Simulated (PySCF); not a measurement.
C₂H₂F, multiplicity 2. Atoms are numbered in the order given.

```xyz
5

C      0.1104    -1.2565     0.0000
C     -0.4443    -0.0816     0.0000
F      0.2732     1.0762     0.0000
H      1.0545    -1.7674     0.0000
H     -1.5100     0.1106     0.0000
```
Charge 0, spin multiplicity 2.

Coordinates come from a B3LYP-D3(BJ)/def2-TZVP optimisation. The isomer is the one that the SMILES or the coordinates give; other isomers of the formula were not compared.

Computed with PBE/def2-TZVPD (PySCF).

Mulliken values depend strongly on the basis, most of all with diffuse functions as here. ESP charges are fitted to the potential on shells at 1.4 to 2.0 van der Waals radii. Atomic charges (e):

```json
[
 {"atom": "C1", "meta-Löwdin": "-0.18", "Mulliken": "-0.18", "ESP fit": "-0.33", "Mulliken spin": "0.96"},
 {"atom": "C2", "meta-Löwdin": "0.13", "Mulliken": "-0.06", "ESP fit": "0.06", "Mulliken spin": "-0.06"},
 {"atom": "F3", "meta-Löwdin": "-0.24", "Mulliken": "-0.19", "ESP fit": "-0.14", "Mulliken spin": "0.05"},
 {"atom": "H4", "meta-Löwdin": "0.16", "Mulliken": "0.22", "ESP fit": "0.26", "Mulliken spin": "0.02"},
 {"atom": "H5", "meta-Löwdin": "0.14", "Mulliken": "0.22", "ESP fit": "0.16", "Mulliken spin": "0.04"}
]
```
